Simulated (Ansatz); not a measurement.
CH6GeS⁺, that is Ge(SMe)H3 with one electron fewer. The state is a doublet with charge 1. Geometry PBE-D4/def2-SVP; atoms count from 1.

```xyz
9

Ge    1.040    1.322   -0.105
S     0.337   -0.570    1.115
C    -0.982   -1.260    0.113
H    -1.804   -0.515    0.011
H    -1.348   -2.178    0.611
H    -0.602   -1.487   -0.909
H     1.499    0.676   -1.431
H     2.134    1.888    0.811
H    -0.274    2.125   -0.215
```

Problem. Estimate the Mulliken populations from the PBE0/def2-TZVP orbitals of Ansatz.

Solution. 
```tsv
atom	charge (e)	spin (α − β)
Ge1	0.06	-0.03
S2	0.24	0.94
C3	-0.37	-0.03
H4	0.22	0.04
H5	0.22	0.00
H6	0.22	0.04
H7	0.14	0.03
H8	0.15	0.00
H9	0.13	0.02
```
Mulliken values depend strongly on the basis.

Problem. Where does the spin sit?

Solution. Summed by element: Ge -0.03, S 0.94, C -0.03, H 0.13, of 1 unpaired in all. Largest on single atoms: S2 0.94, H4 0.04, H6 0.04.

Problem. And the Mayer bond orders between heavy atoms (over 0.3)?

Solution. Ge1–S2 0.79 (2.36 Å); S2–C3 1.04 (1.79 Å).
